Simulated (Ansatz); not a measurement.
Frontier orbitals of CH$_{7}$ClGeSi (`[CH3][GeH]([SiH3])[Cl]`).

| atom | x (Å) | y (Å) | z (Å) |
| --- | --- | --- | --- |
| C1 | 1.748 | -0.433 | -0.274 |
| Ge2 | 0.253 | 0.443 | 0.615 |
| Si3 | -1.856 | 0.141 | -0.453 |
| Cl4 | 0.058 | -0.497 | 2.569 |
| H5 | 1.533 | -1.494 | -0.402 |
| H6 | 2.649 | -0.321 | 0.329 |
| H7 | 1.916 | 0.018 | -1.254 |
| H8 | 0.575 | 1.922 | 0.907 |
| H9 | -2.116 | -1.314 | -0.604 |
| H10 | -1.834 | 0.775 | -1.799 |
| H11 | -2.927 | 0.761 | 0.366 |

The species carries charge 0 and has multiplicity 1. Correlated methods include outer-core shells of Ge, which these sets cover unevenly. Scalar relativity is left out up to krypton. Geometry: relaxed with PBE0-D4/def2-TZVP. Basis def2-TZVPP, the Gaussian-basis code of Ansatz.

Orbital energies of one run (eV). Highest occupied ones, from the top: -9.18, -9.80, -10.75, -11.10, -11.26, -11.76, -11.81, -13.36, -13.45, -15.76, -17.62, -21.57, -24.06, -35.45. Empty: 0.68, 1.12, 1.26, 2.09, 2.46, 2.57.

Problem. Which functional gave them?
A. CAM-B3LYP
B. r2SCANh
C. PBE0
D. PBE

Solution. A. HOMO energies: CAM-B3LYP -9.18, r2SCANh -7.45, PBE -6.73, PBE0 -7.92 eV.
